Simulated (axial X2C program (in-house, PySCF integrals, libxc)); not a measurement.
**GeH⁺: from the spin-free to the two-component result**

Computed with an axial X2C code built on PySCF integrals. Spin-free means the one-electron spin-free X2C Hamiltonian; two-component (2c) means X2C with spin–orbit coupling and atomic mean-field two-electron Coulomb and Gaunt terms, so the difference of the two also holds small scalar two-electron terms. Basis: Ge dyall-cv3z [9s9p7d4f1g], H dyall-v3z [6s2p1d] (cores contracted in-house); Gaussian nuclei, density fitting, unrestricted open shells. Masses: Ge 73.921 u, H 1.008 u.

Spin-free state: M_S = 0, Λ = 0 (closed shell); fragments Ge+ + H.

```tsv
level	Re (Å)	ωe (cm⁻¹)	De (eV)	μ (D)
PBE0	1.585	1996.6	2.985	0.40
HF	1.566	2124.8	2.123	0.53
MP2	1.558	2089.6	2.898	n/a
CCSD	1.568	2028.1	3.084	n/a
CCSD(T)	1.570	2008.0	3.092	n/a
B3LYP	1.588	1973.2	3.086	0.31
```

Correlated methods: 14 electrons correlated (number of frozen shells: Ge 3 s, 2 p; H none), 168 virtual spin orbitals or spinors in MP2, 90 natural virtuals in coupled cluster.

Dipoles are positive if H is the positive end and refer to the centre of mass.

Two-component determinant lowest at the distance of the search:

Ω = 0 (closed shell); fragments Ge+ + H.

```csv
level,Re (Å),ωe (cm⁻¹),De (eV),μ (D)
PBE0,1.585,1995.3,n/a,0.40
HF,1.566,2123.8,n/a,0.53
MP2,1.558,2088.3,2.786,n/a
CCSD,1.569,2026.4,2.956,n/a
CCSD(T),1.570,2006.3,2.970,n/a
B3LYP,1.588,1971.8,n/a,0.31
```

(1) From the two tables, how do the constants change at the CCSD(T) level (2c against spin-free)?

Occupations by symmetry block were frozen at the best pattern of an incomplete PBE0 search. Closed shells are restricted here (equal orbitals for both partners); the stretched side of such a curve lies too high. Dissociation energies refer to the lowest single-determinant-based atoms at the same level and basis. De is not given where an atomic determinant may have missed its ground term or J level, or where the truncated virtual space spoils (T). Coupled cluster ran in a truncated set of natural virtual spinors; the MP2 energy of the rest was added. (T) has no such correction and the atoms are truncated less, which lowers De at CCSD(T) by a hundredth of an eV or more. The functionals have no current-density term, which raises determinants with orbital currents, atoms included.

Results:

(1) At the CCSD(T) level Re is unchanged within 0.001 Å and ωe decreases by 1.7 cm⁻¹; De changes by -0.122 eV.
